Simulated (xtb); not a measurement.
Input for xtb: GFN2-xTB on CH5Cl (a complex), monomers drawn apart or pushed together.

```
$ xtb mol.xyz --gfn 2 --sp --chrg 0 --uhf 0
7

C     -0.26932197     1.08040423    -0.42773151
Cl    -0.15216577    -0.70344389    -0.26954953
H     -1.19973286     1.31737333    -0.93468570
H     -0.25586036     1.51169137     0.56865453
H      0.58093530     1.42792704    -1.00660750
H     -0.06056129     0.52713454     4.44325079
H     -0.05349490     0.07120119     3.85406478
```

The head of its log:

```
[...]
           -------------------------------------------------
          |                Calculation Setup                |
           -------------------------------------------------



molecular fragmentation (1/2 indicates fragments):
1111122
# atoms in fragment 1/2:     5     2
 fragment masses (1/2) :       50.49        2.02
CMA distance (Bohr)    :   8.488
constraining FC (au)   :  0.0500

           -------------------------------------------------
          |                 G F N 2 - x T B                 |
           -------------------------------------------------

        Reference                      10.1021/acs.jctc.8b01176
      * Hamiltonian:
        H0-scaling (s, p, d)           1.850000    2.230000    2.230000
        zeta-weighting                 0.500000
      * Dispersion:
        s8                             2.700000
        a1                             0.520000
        a2                             5.000000
        s9                             5.000000
      * Repulsion:
        kExp                           1.500000    1.000000
        rExp                           1.000000
      * Coulomb:
        alpha                          2.000000
        third order                    shell-resolved
        anisotropic                    true
        a3                             3.000000
        a5                             4.000000
        cn-shift                       1.200000
        cn-exp                         4.000000
        max-rad                        5.000000


          ...................................................
          :                      SETUP                      :
          :.................................................:
          :  # basis functions                  19          :
          :  # atomic orbitals                  18          :
          :  # shells                           10          :
          :  # electrons                        16          :
          :  max. iterations                   250          :
          :  Hamiltonian                  GFN2-xTB          :
          :  restarted?                      false          :
          :  GBSA solvation                  false          :
          :  PC potential                    false          :
          :  electronic temp.          300.0000000     K    :
          :  accuracy                    1.0000000          :
          :  -> integral cutoff          0.2500000E+02      :
          :  -> integral neglect         0.1000000E-07      :
          :  -> SCF convergence          0.1000000E-05 Eh   :
          :  -> wf. convergence          0.1000000E-03 e    :
          :  Broyden damping             0.4000000          :
          :  net charge                          0          :
          :  unpaired electrons                  0          :
          ...................................................

 iter      E             dE          RMSdq      gap      omega  full diag
   1     -9.2585774 -0.925858E+01  0.474E+00    7.52       0.0  T
   2     -9.2860983 -0.275209E-01  0.278E+00    6.82       1.0  T
```

### Question
Give the final energy of this run.

### Answer
-9.1927 hartree.
